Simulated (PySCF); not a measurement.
Ag (silver, neutral) across methods

[Kr] 4d9 5s1 5p1, one real determinant (an excited configuration). Calculation: PySCF 2.14, in aug-cc-pVTZ-PP with ECP28MDF (6s6p5d3f2g, 88 functions); scalar relativity through the core potential.

| method | E (hartree) | mean ε 4d β (eV) | mean ε 5s α (eV) | mean ε 5p α (eV) | Σ⟨r²⟩ (bohr²) | ⟨S²⟩ |
| --- | --- | --- | --- | --- | --- | --- |
| PW91 | -146.7260 | -11.592 | -7.274 | -2.657 | 56.65 | 3.751 |
| r2SCAN | -146.7015 | -11.742 | -7.457 | -2.801 | 55.54 | 3.753 |
| r2SCANh | -146.6877 | -12.521 | -7.791 | -3.066 | 55.50 | 3.752 |
| LC-wPBE | -146.6778 | -16.232 | -10.593 | -5.479 | 55.20 | 3.751 |
| BLYP | -146.6182 | -11.480 | -7.053 | -2.413 | 57.23 | 3.751 |
| UHF | -145.84766 | -18.742 | -10.103 | -5.229 | 57.01 | 3.753 |
| LDA | -146.3723 | -11.675 | -7.454 | -2.670 | 56.43 | 3.751 |
| PBE0 | -146.6474 | -13.525 | -8.070 | -3.337 | 56.27 | 3.751 |
| PBE | -146.6585 | -11.536 | -7.203 | -2.620 | 56.79 | 3.751 |

⟨L²⟩ = 8.01 against 12 for a pure F term, so this real determinant mixes terms. Energies and moments cover only the electrons outside the core potential.
